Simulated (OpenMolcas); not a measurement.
**OpenMolcas run: Os6+**

Os6+ among 5 point charges of -1.6 e arranged as a trigonal bipyramid (D3h), 1.89 Å from the ion, with the axial distance 2.136 Å.

Input:

```
&GATEWAY
Coord
1

Os 0.0 0.0 0.0
Basis=ANO-RCC-VDZP
Group=NoSym
NoMove
AngMom=0.0 0.0 0.0
AMFI
XField
5 Angstrom 0
1.890000 0.000000 0.000000 -1.600000
-0.945000 1.636788 0.000000 -1.600000
-0.945000 -1.636788 0.000000 -1.600000
0.000000 0.000000 2.135700 -1.600000
0.000000 0.000000 -2.135700 -1.600000
&SEWARD
&RASSCF
FileOrb=start.orb
Symmetry=1
Spin=3
nActEl=2 0 0
Inactive=34
Ras2=5
CIRoot=10 10 1
SDav=10
CIMx=300
Iter=120 100
PrWF=0.3
OrbListing=Nothing
MaxOrb=0
>>> COPY $Project.JobIph JOB001
&RASSCF
FileOrb=start.orb
Symmetry=1
Spin=1
nActEl=2 0 0
Inactive=34
Ras2=5
CIRoot=15 15 1
SDav=15
CIMx=300
Iter=120 100
PrWF=0.3
OrbListing=Nothing
MaxOrb=0
>>> COPY $Project.JobIph JOB002
&RASSI
NrOfJobIphs=2 10 15
1 2 3 4 5 6 7 8 9 10
1 2 3 4 5 6 7 8 9 10 11 12 13 14 15
IphNames
JOB001
JOB002
EJob
SpinOrbit
DIPRint=1.0
SOCoupling=1000.0
Subsets=2
Property=9
'ANGMOM' 1 'ANGMOM' 2 'ANGMOM' 3 'MLTPL  1' 1 'MLTPL  1' 2 'MLTPL  1' 3
'AMFI' 1 'AMFI' 2 'AMFI' 3
SOProperty=3
'ANGMOM' 1 'ANGMOM' 2 'ANGMOM' 3
```

Launched by
```bash
OMP_NUM_THREADS=1 MOLCAS_MEM=1689 MOLCAS_PROJECT=a pymolcas a.inp > a.log  # once for each step of the input, in one work folder
```

A driver script runs the steps one by one and writes start.orb anew before each from the orbitals found so far.

Output, cut to the results:

```
--- SEWARD ---
Basis set label: OS.ANO-RCC...7S6P4D2F1G.

      Electronic valence basis set:
      ------------------
      Associated Effective Charge  76.000000 au
      Associated Actual Charge     76.000000 au
      Nuclear Model: Point charge

      Shell  nPrim  nBasis  Cartesian Spherical Contaminant
         s      24       7        X
         p      21       6        X
         d      15       4                 X
         f      11       2                 X
         g       4       1                 X
                  Relativistic Douglas-Kroll-Hess integrals:
                    - DKH order of Hamiltonian: 2
                    - DKH order of Properties : 0
                  Atomic mean-field integrals
--- RASSCF ---
Wave function specifications:
      -----------------------------

      Number of closed shell electrons          68
      Number of electrons in active shells       2
      Max number of holes in RAS1 space          0
      Max nr of electrons in RAS3 space          0
      Number of inactive orbitals               34
      Number of active orbitals                  5
      Number of secondary orbitals              29
      Spin quantum number                      1.0
      State symmetry                             1
Orbital specifications:
      -----------------------

      Symmetry species                           1
                                                 a
      Frozen orbitals                            0
      Inactive orbitals                         34
      Active orbitals                            5
      RAS1 orbitals                              0
      RAS2 orbitals                              5
      RAS3 orbitals                              0
      Secondary orbitals                        29
      Deleted orbitals                           0
      Number of basis functions                 68
      Number of CSFs                            10
      Number of root(s) required                10
      Iter CI   SX   CI       RASSCF       Energy    max ROT     max BLB   max BLB  Level Ln srch  Step   QN
          iter iter root      energy       change     param      element    value   shift minimum  type update
 Nr of preliminary CI iterations:   1
      Total energies have been shifted. Add               -17000.00 au
        1   1    8    0  -242.04774232    0.00E+00   2.95E-01*  33  43 1  4.54E-01*  0.00   0.00    SX    NO
        2   1    7    0  -242.46482974   -4.17E-01*  2.26E-02   29  58 1 -2.39E-01*  0.00   0.00    SX    NO
        3   1    7    0  -242.48765242   -2.28E-02*  1.97E-02   27  56 1  1.39E-01*  0.00   0.00    SX    NO
        4   1    7    0  -242.49467983   -7.03E-03*  1.47E-02   29  58 1 -8.45E-02*  0.00   0.00    SX    NO
        5   1    7    0  -242.49734547   -2.67E-03*  5.76E-03   27  56 1  5.43E-02*  0.00   0.61    QN   YES
        6   1    5    0  -242.49917544   -1.83E-03*  1.94E-04   27  56 1  1.94E-03*  0.00   1.04    QN   YES
        7   1    4    0  -242.49917768   -2.24E-06*  4.44E-06   32  39 1  1.77E-05   0.00   1.00    QN   YES
        8   1    3    0  -242.49917768   -3.46E-10   1.42E-06   33  35 1 -4.32E-06   0.00   1.14    QN   YES
      Convergence after  8 iterations
        9   1    3    0  -242.49917768   -2.18E-11   1.42E-06   32  45 1 -4.71E-07   0.00   1.14    QN   YES
      Natural orbitals and occupation numbers for root  1
      sym 1:   0.097849   0.902151   0.000000   0.902151   0.097849
      Natural orbitals and occupation numbers for root  2
      sym 1:   0.500000   0.500000   0.000000   0.500000   0.500000
      Natural orbitals and occupation numbers for root  3
      sym 1:   0.500000   0.500000   0.000000   0.500000   0.500000
::    RASSCF root number  1 Total energy: -17242.53564703
::    RASSCF root number  2 Total energy: -17242.52469242
::    RASSCF root number  3 Total energy: -17242.52466968
::    RASSCF root number  4 Total energy: -17242.52156766
::    RASSCF root number  5 Total energy: -17242.52156766
::    RASSCF root number  6 Total energy: -17242.50087708
::    RASSCF root number  7 Total energy: -17242.50087708
::    RASSCF root number  8 Total energy: -17242.45574650
::    RASSCF root number  9 Total energy: -17242.45574650
::    RASSCF root number 10 Total energy: -17242.45038522
--- RASSCF ---
Wave function specifications:
      -----------------------------

      Number of closed shell electrons          68
      Number of electrons in active shells       2
...
--- RASSI ---
SPIN-FREE ENERGIES:
  (Shifted by EMIN (a.u.) =     -17242.5356470284)

 SF State       Relative EMIN(au)   Rel lowest level(eV)    D:o, cm**(-1)      L_eff

     1             0.0000000000        0.0000000000              0.0000         3.0
     2             0.0109546034        0.2980899443           2404.2575         3.0
     3             0.0109773493        0.2987088925           2409.2497         3.0
     4             0.0140793706        0.3831191910           3090.0647         3.0
     5             0.0140793706        0.3831191910           3090.0647         3.0
     6             0.0347699527        0.9461386135           7631.1226         3.0
     7             0.0347699527        0.9461386135           7631.1226         3.0
    11             0.0631956926        1.7196424003          13869.8513         2.6
    12             0.0631956926        1.7196424003          13869.8513         2.6
    13             0.0681914159        1.8555829562          14966.2859         2.0
    14             0.0681914159        1.8555829562          14966.2859         2.0
    15             0.0754150703        2.0521486074          16551.6948         2.5
     8             0.0799005272        2.1742041063          17536.1387         1.0
     9             0.0799005272        2.1742041063          17536.1387         1.0
    10             0.0852618104        2.3200920557          18712.8044         1.1
    16             0.0964795857        2.6253432725          21174.8215         4.0
    17             0.0966076737        2.6288287236          21202.9336         4.0
    18             0.1044959140        2.8434786761          22934.2022         4.0
    19             0.1044959140        2.8434786761          22934.2022         4.0
    20             0.1092168848        2.9719428360          23970.3355         3.6
    21             0.1092168848        2.9719428360          23970.3355         3.6
...
```

Spin-orbit levels above the lowest (labels of D3, the rotations of D3h):

| E (cm-1) | Degeneracy | Label | 2S+1 | g |
| --- | --- | --- | --- | --- |
| 0.0 | 1 | A1 | 3 |  |
| 1051 | 2 | E | 3 (89 %) | 0.00 0.00 2.59 |
| 1344 | 2 | E | 3 (88 %) | 0.00 0.00 2.13 |
| 11780 | 1 | A2 | 3 |  |
| 11967 | 1 | A2 | 3 |  |
| 11972 | 1 | A1 | 3 |  |
| 12219 | 2 | E | 3 | 0.00 0.00 2.20 |
| 12983 | 2 | E | 3 | 0.00 0.00 4.92 |
| 17595 | 1 | A1 | 3 (88 %) |  |
| 20082 | 2 | E | 3 (90 %) | 0.00 0.00 9.79 |
| 20434 | 2 | E | 3 (88 %) | 0.00 0.00 1.81 |
| 21203 | 1 | A1 | 3 |  |
| 21936 | 2 | E | 3 (62 %) | 0.00 0.00 4.39 |
| 23126 | 2 | E | 3 (68 %) | 0.00 0.00 4.73 |
| 23198 | 1 | A1 | 3 (76 %) |  |
| 23204 | 1 | A2 | 3 (76 %) |  |
| 23703 | 1 | A1 | 1 (50 %) |  |
| 23766 | 2 | E | 3 (52 %) | 0.00 0.00 2.11 |
| 26238 | 1 | A2 | 3 |  |
| 26954 | 2 | E | 3 | 0.00 0.00 3.05 |

Spin-orbit coupling mixes the spin-free states strongly: the lowest level takes only 46 % from its leading state, 3A2. Without dynamic correlation the repulsion within the d shell is too large (B by tens of per cent), so at a given field states of lower spin stand too high. Point charges carry no covalency, so the field is a model and not that of real ligands. No measured value stands beside these numbers.

The RASSCF and RASSI steps took 6.1 s on 1 thread of Arm Neoverse V2, with other jobs on the host; the integral step is not counted.

With an even number of electrons the g values are those of a degenerate or nearly degenerate non-Kramers pair.
